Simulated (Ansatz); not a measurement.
Molecule: CH$_{2}$BCl$_{2}$ (charge 0, doublet). It need not be the lowest isomer of its formula. 
Structure (B3LYP-D3(BJ)/def2-TZVP (Ansatz, an electronic-structure program) minimum search):
```xyz
6

C     -1.8440    -0.3678    -0.0462
B     -0.3600    -0.0718    -0.0090
Cl     0.8060    -1.3630     0.2728
Cl     0.2339     1.5705    -0.2467
H     -2.2345    -1.3681     0.0969
H     -2.5808     0.4076    -0.2176
```
Charge 0, spin multiplicity 2.

Computed values are from Ansatz. Valence correlation only, unless marked. Open shells are spin-unrestricted. No spin-orbit coupling. Non-relativistic. Basis-set limits of correlation are two-point, X^-3; Hartree-Fock from the larger set.

```yaml
atomisation energy De: 517.1 kcal/mol at CCSD(T)/CBS(aug-cc-pV(T+d)Z,aug-cc-pV(Q+d)Z)
total_energy: -983.6290 Eh at CCSD(T)/CBS(aug-cc-pV(T+d)Z,aug-cc-pV(Q+d)Z)
dipole_moment: 1.77 D at CCSD(T)/aug-cc-pV(D+d)Z
T1 diagnostic: 0.013 at CCSD/aug-cc-pV(Q+d)Z
```
